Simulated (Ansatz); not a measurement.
Consider the ligand exchange at a Ga–C bond: `[SiH3][CH2][GaH2]` + PH₃ → `[PH2][GaH2]` + `C[SiH3]`.

Calculated with Ansatz (gas phase, PBE0-D4/def2-TZVP geometries, no zero-point term in ΔE). CCSD(T)/CBS adds triple-zeta CCSD(T) − MP2 to the extrapolated MP2 energy (def2 sets, frozen cores). This one scheme is used for every species. Functionals use def2-TZVPP. B3LYP here is the variant with VWN-RPA as its local correlation; programs differ in this. For Ga outer-core shells are correlated without core-valence functions, which leaves a few kJ/mol of doubt a bond. Scalar relativity is left out up to krypton.

`[SiH3][CH2][GaH2]`:

Cartesian coordinates in Å:
```
Si -0.587 -1.194 -0.551
C -0.311 0.643 -0.366
Ga 1.020 1.082 1.014
H -1.595 -1.509 -1.600
H -1.062 -1.780 0.734
H 0.685 -1.878 -0.915
H -1.267 1.108 -0.109
H 0.023 1.037 -1.331
H 2.538 1.196 0.624
H 0.558 1.296 2.500
```

PH₃:

Cartesian coordinates in Å:
```
P 0.310 0.469 -0.146
H -1.040 0.538 0.288
H 0.683 -0.411 0.905
H 0.047 -0.596 -1.047
```

`[PH2][GaH2]`:

Z-matrix (Å, degrees):
```
P
Ga 1 2.309
H 1 1.419 2 95.4
H 1 1.419 2 95.4 3 -95.9
H 2 1.568 1 119.2 3 -44.7
H 2 1.569 1 119.2 3 140.6
```

`C[SiH3]`:

Z-matrix (Å, degrees):
```
C
Si 1 1.871
H 1 1.092 2 110.8
H 1 1.092 2 110.8 3 -120.0
H 1 1.092 2 110.8 3 120.0
H 2 1.488 1 110.7 3 -179.9
H 2 1.488 1 110.7 3 -59.9
H 2 1.488 1 110.7 3 60.1
```

```
         level  ΔE (kJ/mol)
        B97M-V        -57.2
      B3LYP-D4        -52.5
  CAM-B3LYP-D4        -49.7
          PBE0        -57.5
     CAM-B3LYP        -51.9
 CCSD/def2-SVP        -47.2
MP2/def2-TZVPP        -45.5
MP2/def2-QZVPP        -45.8
```

Q: What does CCSD(T)/CBS give? (Best estimate.)

A: Computed: -46.8 kJ/mol. The listed levels differ from it by -10.4, -5.7, -2.9, -10.7, -5.1, -0.4, 1.3, 1.0 kJ/mol.

Largest T1 diagnostic among the species: 0.014.

Leaving LDA and LC-ωPBE aside and taking each functional with its dispersion term where it has one, the values, not all of them listed here, spread over 8.1 kJ/mol, from B97M-V to ωB97M-V. LDA lies +3.7 kJ/mol from PBE without D4. In def2-TZVPP, CCSD(T) changes the Hartree–Fock value by +6.3 kJ/mol (the triples alone add +0.1 kJ/mol) and MP2 by +7.1 kJ/mol. The D4 term adds +3.6 kJ/mol with B3LYP and +2.1 kJ/mol with PBE0; it sums over pairs of atoms, weighted by their polarisabilities, and B3LYP, whose exchange is more repulsive, gets the larger term.
